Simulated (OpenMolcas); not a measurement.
Au3+ with 6 ligands (fluoride) in octahedral coordination (Oh) at 2.16 Å. A charge of +0.5 e stands 2.8 Å behind each ligand. Ligand basis ANO-RCC-VDZP.
```
Au    0.0000    0.0000    0.0000
F     2.1600    0.0000    0.0000
F     0.0000    2.1600    0.0000
F    -2.1600    0.0000    0.0000
F     0.0000   -2.1600    0.0000
F     0.0000    0.0000    2.1600
F     0.0000    0.0000   -2.1600
```

```json
{
  "Program": "OpenMolcas 26.06",
  "Method": "SS-CASPT2, IPEA 0.25 Eh, imaginary shift 0.1 Eh (closed shells correlated: 5s 5p and the ligand valence shells)",
  "Basis": "ANO-RCC-VTZP [8s7p5d3f1g]",
  "Scalar Hamiltonian": "DKH2, point nucleus",
  "Active space": "8 electrons in 5 orbitals (5d)",
  "State averaging": "2S+1 = 3 even, 10 roots; 2S+1 = 1 even, 15 roots",
  "Spin-orbit coupling": "state interaction with AMFI integrals over the reference wave functions"
}
```

Question: What is the spin-free ground state (labels of O, the rotations of Oh)?

Answer: 3A2, 1-fold in its orbital part; it has the highest spin that d8 allows.

Question: Where is the first state of the same spin?

Answer: 3T2 at 19700 cm-1 above the ground state.

Question: What are the lowest two levels with spin-orbit coupling?

Answer: A 3-fold level T2, then a 2-fold level E 4910 cm-1 above it. Their leading multiplicities are 3 (98 %) and 1 (86 %).

Question: What is χT at 300 K, and how does it compare with the textbook value?

Answer: The lowest level has 2S+1 = 3, for which the spin-only value is χT = S(S+1) / 2 = 1.000 cm3 K/mol (g = 2). The computed 1.621 at 300 K differs by +0.621, through orbital momentum, spin-orbit coupling and any other state in reach.

Roots that are degenerate in the reference are averaged as groups; the widest CASPT2 spread within a group is 590 cm-1 (the 3-fold group of multiplicity 1 near 25800 cm-1 above the lowest state of its run). Shifts and gaps below about the spread of the groups concerned are not significant. Over all roots computed the reference weight is 0.67 to 0.69; a low but even weight reflects the number of correlated electrons. Real 4d8 and 5d8 ions are as a rule square planar and diamagnetic. The least metal-like active orbital is 80 % on the metal (Löwdin) and no ligand orbital is active, so the numbers are rough. Ligand-to-metal charge-transfer states are missing. With no ligand orbital active B as a rule stays too high, so bands that hang on it stand too high and its fall with covalency is understated. With one d shell and no ligand orbital active, 10Dq can be off by a tenth or more. No measured value stands beside these numbers; the geometry was imposed, not optimised, and the real ion may take another.
